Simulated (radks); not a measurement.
Ionisation of neutral cadmium, [Kr] 4d10 5s2, to [Kr] 4d10 5s1 as the strength of local exchange is varied. Calculated with a radial shooting solver on a logarithmic mesh with Libxc functionals: Dirac Kohn-Sham, Slater X-alpha exchange (alpha = 2/3 is LDA exchange), no correlation, spin-unpolarised, spherical densities, point nucleus.

alpha	E(Cd) (hartree)	exchange (hartree)	IE (eV)	-e of the level emptied (eV)	<r> of it (bohr)
0.561	-5563.50090	-121.45458	7.784	4.251 (5s1/2)	3.021
0.574	-5566.31607	-124.33287	7.877	4.333 (5s1/2)	3.010
0.585	-5568.69928	-126.77060	7.955	4.403 (5s1/2)	3.000
0.667	-5586.49757	-145.00759	8.550	4.936 (5s1/2)	2.929
0.808	-5617.23618	-176.63316	9.616	5.904 (5s1/2)	2.818
1.049	-5670.16714	-231.46638	11.554	7.703 (5s1/2)	2.652

NIST Atomic Spectra Database: 8.994 eV (measured). The Delta-SCF value meets it near alpha = 0.73. Spin polarisation and multiplet splitting are left out, so open shells lie too high by an amount that depends on their filling.

Beside tabulated values, note that spin-unpolarised runs miss the spin-polarisation part of the exchange energy of open shells.
